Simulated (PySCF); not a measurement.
**Tc⁺ (technetium, charge +1): UHF calculation**

Configuration: [Kr] 4d6, high-spin 5D determinant (an excited configuration). All numbers are calculated (PySCF 2.14, the spin-free X2C one-electron Hamiltonian (Gaussian nucleus), in x2c-TZVPPall with one added diffuse shell each of s, p, d, f type (9s7p7d3f1g, 95 functions)).

| Property | Result |
| --- | --- |
| Total energy | -4282.790180 hartree |
| One-electron energy | -5899.2977 hartree |
| Hartree (Coulomb) energy | 1744.0213 hartree |
| Exchange energy | -127.5138 hartree |
| ⟨S²⟩ | 6.0060 |
| ⟨L²⟩ | 6.063 |
| Sum of ⟨r⟩ | 28.03 bohr |
| Sum of ⟨r²⟩ | 37.49 bohr² |
| Traceless quadrupole moment −½Σ⟨3z² − r²⟩ along its main axis | 0.832 e·bohr² |
| Langevin diamagnetic susceptibility | -29.7 ×10⁻⁶ cm³/mol |

```tsv
shell	electrons	mean orbital energy (eV)	spread (eV)	rms radius, mean of both spins (bohr)
1s β	1	-21161.9	0	0.0394
1s α	1	-21161.9	0	0.0394
2s α	1	-3099.4	0	0.162
2s β	1	-3098.5	0	0.162
2p α	3	-2768.6	0.241	0.144
2p β	3	-2767.8	0.006	0.144
3s α	1	-576.19	0	0.442
3s β	1	-575.78	0	0.442
3p α	3	-464.57	0.466	0.446
3p β	3	-464.05	0.363	0.446
3d α	5	-283.89	0.560	0.435
3d β	5	-282.62	0.866	0.435
4s α	1	-96.127	0	1.14
4s β	1	-90.650	0	1.14
4p α	3	-63.980	1.239	1.27
4p β	3	-56.649	1.000	1.27
4d α	5	-17.803	1.561	1.89
4d β	1	-14.318	0	1.89
```

Densities and radii are taken from the X2C orbitals without a picture-change correction, which distorts them close to the nucleus.

Spin-orbit constants ζ (cm⁻¹) from the X2C one-electron operator on these orbitals: bare nucleus, nucleus screened by l(l+1)(2l+1)/3 electrons, and screened by the Breit-Pauli mean field of the electrons.

| shell | bare | screened nucleus | mean field |
| --- | --- | --- | --- |
| 2p | 642100 | 612300 | n/a |
| 3p | 108800 | 103700 | n/a |
| 3d | 15610 | 11980 | n/a |
| 4p | 14390 | 13720 | n/a |
| 4d | 1108 | 850.3 | n/a |

To first order the Landé constant is A = -212.6 cm⁻¹, so the lowest level has J = 4 and lies 0.105 eV below the centre of the term. This holds in LS coupling only.
